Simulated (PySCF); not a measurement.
## Dipole response of Rh (rhodium, neutral)

[Kr] 4d7 5s2, high-spin 4F determinant (an excited configuration). All numbers are calculated (PySCF 2.14, scalar relativity through the core potential, in aug-cc-pVTZ-PP with one added diffuse shell each of s, p, d, f, g type with ECP28MDF (7s7p6d4f3g, 113 functions)). Coupled (time-dependent) response in atomic units; α is the mean over directions.

```
   method  mean α (bohr³)  C₆ (like pair)  S(−4)
   revPBE           64.20           667.8   1998
BHandHLYP           66.96           699.3   2130
```

S(−4) is the Cauchy moment in α(ω) = α(0) + S(−4) ω² + …

Spin-orbit coupling is absent.

α(iu) at BHandHLYP:

| u (hartree) | α(iu) (bohr³) |
| --- | --- |
| 0 | 66.96 |
| 0.0500 | 62.11 |
| 0.100 | 51.58 |
| 0.200 | 32.69 |
| 0.300 | 21.97 |
| 0.500 | 12.44 |
| 0.750 | 7.790 |
| 1.00 | 5.551 |
| 1.50 | 3.356 |
| 2.00 | 2.280 |
| 3.00 | 1.250 |
| 5.00 | 0.5316 |

A single London oscillator, α(iu) = α/(1 + u²/ω²), gives C₆ = (3/4) ω α². Matching the computed C₆ needs ω = 4 × 699.3 / (3 × 66.96²) = 0.208 hartree.

Energies and moments cover only the electrons outside the core potential.
